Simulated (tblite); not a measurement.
C5H4ClO2 (doublet state).
Numbering: `[CH2:1][c:2]1[cH:3][o:4][c:5]([OH:6])[c:7]1[Cl:8]` (hydrogens: H9, H10 on C1; H11 on C3; H12 on O6)
Bond orders are those of one Lewis drawing.

Computed with GFN2-xTB (tblite), gas phase: L-BFGS steps from a force-field or distance-geometry start until the largest atomic force falls under 0.01 eV/Å.

Geometry at step 5:
```
atom  x, y, z in Å
C1     -2.0998   -0.4022   -0.0121
C2     -0.8156    0.0809   -0.1675
C3     -0.3009    1.3561    0.0355
O4      1.0550    1.3293    0.1048
C5      1.4415    0.0341   -0.0425
O6      2.7222   -0.3509   -0.1141
C7      0.3570   -0.7453   -0.2724
Cl8     0.3086   -2.4227   -0.4547
H9     -2.3076   -1.4118   -0.3136
H10    -2.8425    0.1564    0.5290
H11    -0.8000    2.2941    0.1425
H12     3.2832    0.0811    0.5391
```

Question: What forces act on the atoms?

Answer: 
```csv
atom,Fx (eV/Å),Fy (eV/Å),Fz (eV/Å)
C1,-0.136,0.010,-0.050
C2,-0.192,0.086,0.519
C3,0.155,-0.004,0.186
O4,0.206,0.049,0.001
C5,-0.112,-0.111,-0.442
O6,0.079,0.146,0.106
C7,-0.089,-0.122,-0.028
Cl8,0.147,-0.456,-0.108
H9,-0.081,-0.004,0.138
H10,-0.047,0.064,-0.381
H11,0.088,0.111,0.044
H12,-0.018,0.231,0.015
```

The largest, 0.56 eV/Å, acts on C2; the rms over all components is 0.184 eV/Å. The forces sum to zero within rounding, as they must for an isolated molecule in no field.

Question: Give the force on C2 in Eh/bohr and in nN.

Answer: 0.560 eV/Å ÷ 51.422 = 0.01089 Eh/bohr, and 0.560 eV/Å × 1.602 = 0.90 nN.

Question: How far is this geometry from the end of the optimisation?

Answer: 0.276 eV above it, and 0.264 Å rms away after alignment. The bonds farthest from their final lengths, with half the difference of the two atoms' forces along the bond (positive lengthens):

| bond | now (Å) | final (Å) | force along bond (eV/Å) |
| --- | --- | --- | --- |
| C7–Cl8 | 1.688 | 1.707 | +0.17 |
| C2–C7 | 1.438 | 1.451 | +0.12 |
| C2–C3 | 1.390 | 1.397 | 0.00 |
| O4–C5 | 1.360 | 1.354 | +0.06 |
| C1–C2 | 1.381 | 1.376 | -0.04 |
| C5–C7 | 1.355 | 1.358 | -0.04 |

The angle farthest from its final value is O4–C5–O6, 123.5° against 118.3°.

Of the 2 listed bonds off by 0.010 Å or more, this force points towards the final length in 2.

The cost below is that of the whole relaxation. Hardware: Intel Xeon at 2.70 GHz, one thread, no GPU, shared host with 64 logical CPUs at a one-minute load of 55. Cost: 0.39 s wall.
